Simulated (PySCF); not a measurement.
B₃H₆N₃, SMILES B1NBNBN1. Atoms are numbered in the order given.

```xyz
12

B      1.4488     0.0000     0.0000
N      0.7046     1.2204     0.0000
B     -0.7244     1.2547     0.0000
N     -1.4092     0.0000     0.0000
B     -0.7244    -1.2547     0.0000
N      0.7046    -1.2204     0.0000
H      2.6559     0.0000     0.0000
H      1.2111     2.0977     0.0000
H     -1.3280     2.3001     0.0000
H     -2.4222     0.0000     0.0000
H     -1.3280    -2.3001     0.0000
H      1.2111    -2.0977     0.0000
```

The structure is a stationary point at B3LYP-D3(BJ)/def2-SVP.

All values below come from PySCF with PBE/pcSseg-1.

GIAO shieldings, no solvent; atoms alike by connectivity are averaged. δ = σ(ref) − σ: ¹¹B against BF3 (σ = 83.9 ppm); ¹⁵N against NH3 (σ = 267.0 ppm); ¹H against TMS (σ = 31.49 ppm), references at their B3LYP-D3(BJ)/def2-TZVP geometries, non-relativistic.

```json
[
 {"atoms": "B1, B3, B5", "nucleus": "¹¹B", "count": "3", "δ (ppm)": "14.1"},
 {"atoms": "N2, N4, N6", "nucleus": "¹⁵N", "count": "3", "δ (ppm)": "…"},
 {"atoms": "H8, H10, H12", "nucleus": "¹H", "count": "3", "δ (ppm)": "…"},
 {"atoms": "H7, H9, H11", "nucleus": "¹H", "count": "3", "δ (ppm)": "5.10"}
]
```

Task: Some entries are withheld; supply them. (Estimate from the structure and the level; the computed values follow.)

Result: 
- N2, N4, N6, δ (ppm): 158.8
- H8, H10, H12, δ (ppm): 6.26
